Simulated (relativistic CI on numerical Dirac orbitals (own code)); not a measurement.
**Au24+: q coefficients and field-shift factors**

These numbers are calculated, not measured: Dirac-Coulomb-Breit CI, KLI orbitals optimised for each configuration, derivatives by finite differences, unscaled Slater integrals, QED left out (own radial code, finite nucleus).

CI space (outside the closed core [Ar] 3d10 4p6 4d10): 4s²4f⁹, 4s4f¹⁰, 4f¹¹. Levels of other configurations are missing.

With x = (α/α₀)² − 1 an excitation energy changes as ω = ω₀ + qx; K = 2q/ω₀ is the relative enhancement. Terms are leading LS components, so labels can repeat. The field-shift factor is F = δν/δ⟨r²⟩ for the transition from the lowest level.

Lowest level 4s²4f⁹ ⁶H°15/2.

| Level | ω₀ (cm⁻¹) | q (cm⁻¹) | K | F (GHz/fm²) |
| --- | --- | --- | --- | --- |
| 4s²4f⁹ ⁶H°13/2 | 22629.3 | 26810 | 2.37 | 1.52 |
| 4s²4f⁹ ⁶F°11/2 | 24575.6 | 7785 | 0.634 | 0.648 |
| 4s²4f⁹ ⁴F°9/2 | 25534.2 | -1602 | -0.125 | 0.216 |
| 4s²4f⁹ ⁶H°11/2 | 35339.9 | 31520 | 1.78 | 1.89 |
| 4s²4f⁹ ⁶H°9/2 | 40216.3 | 33040 | 1.64 | 2.01 |
| 4s²4f⁹ ⁶F°7/2 | 43618.1 | 27520 | 1.26 | 1.8 |
| 4s²4f⁹ ⁶F°3/2 | 44990.2 | 2194 | 0.0975 | 0.62 |
| 4s²4f⁹ ⁶H°7/2 | 46277.5 | 32330 | 1.4 | 2.05 |
| 4s²4f⁹ ²K°15/2 | 49402.1 | 6511 | 0.264 | 0.908 |
| 4s²4f⁹ ⁶H°5/2 | 50150.5 | 31780 | 1.27 | 2.07 |
| 4s²4f⁹ ⁶F°5/2 | 52640.7 | 36800 | 1.4 | 2.33 |
| 4s²4f⁹ ⁶F°1/2 | 55250.7 | 30610 | 1.11 | 2.08 |
| 4s²4f⁹ ⁴K°17/2 | 62954.5 | 14290 | 0.454 | 1.46 |

At this charge energies of transitions that change n are usually good to better than 1 %, and those within a shell (Δn = 0) to a few per cent. Terms inside the open d or f shell come out 10 to 20 % too wide with unscaled integrals.
